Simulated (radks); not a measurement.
Spherical quantum dot in the effective-mass picture: electrons in a well V = -V0 / (1 + exp((r - R)/a)) with V0 = 26.2, R = 2.62, a = 0.31, all in effective atomic units (hartree* = m*/eps^2 hartree, bohr* = eps/m* bohr), one dielectric constant everywhere. Method: non-relativistic Kohn-Sham, PBE, spin-polarised, spherical densities; computed with a radial shooting solver with Libxc functionals. Levels are named by radial order and angular momentum (1s, 1p, 1d, 2s, ...), and open shells are averaged over m. Results are scaled to m* = 0.227 and eps = 8.4, for which hartree* = 87.54 meV and bohr* = 1.958 nm.

N = 18, configuration 1s2 1p6 1d10. This is the lowest configuration that the search found. Occupied and some empty levels:

level  occupation  eigenvalue (meV)  <r> (nm)
1s              2           -1263.2     2.676
1p              6           -1203.3     2.994
1d             10           -1118.0     3.228
2s              0           -1038.4     2.448
1f              0           -1012.4     3.418
2p              0           -912.72     2.820

Energy (meV): total -28781.4, kinetic 2884.3, external -38828, Hartree 8154.4, exchange-correlation -991.97.
